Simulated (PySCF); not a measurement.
Exercise with solution: chemical shift, span and skew from a shielding tensor

F2GeH4OSi, SMILES F[SiH](F)[O][GeH3]. Atoms are numbered in the order given.

```xyz
9

Si     1.4544    -0.4479     0.4120
F      1.2397     0.3004     1.8252
F      2.3271     0.5683    -0.4823
O      0.0178    -0.7312    -0.2799
Ge    -1.5329     0.1532    -0.4593
H      2.2097    -1.6924     0.6125
H     -2.4117    -0.2326     0.7382
H     -2.1220    -0.3324    -1.7881
H     -1.2285     1.6591    -0.4789
```
Charge 0, spin multiplicity 1.

Geometry optimised at PBE0-D3(BJ)/def2-SVP. The structure was generated by enumeration, and PubChem lists no compound with its InChIKey, so it may never have been made. Other conformers were not sampled.

GIAO shieldings from PBE/pcSseg-1 (PySCF), non-relativistic, no solvent. The symmetric part of the tensor of F2 has the principal values 235.6, 263.0, 385.1 ppm. The same nucleus in CFCl3 has σ = 133.6 ppm at this level (PySCF, at its B3LYP-D3(BJ)/def2-TZVP geometry).

Q: Work out the isotropic shielding, the ¹⁹F shift against CFCl3, the span and the skew.

A: 
σ(iso) = (σ11 + σ22 + σ33)/3 = 294.6 ppm. δ = σ(ref) − σ(iso) = 133.6 − (294.6) = -161.0 ppm.
Span Ω = σ33 − σ11 = 149.5 ppm. Skew κ = 3(σ(iso) − σ22)/Ω = 0.63. Tumbling in solution averages the tensor to δ; in a static solid the shielding alone would spread this spin-1/2 line over Ω.
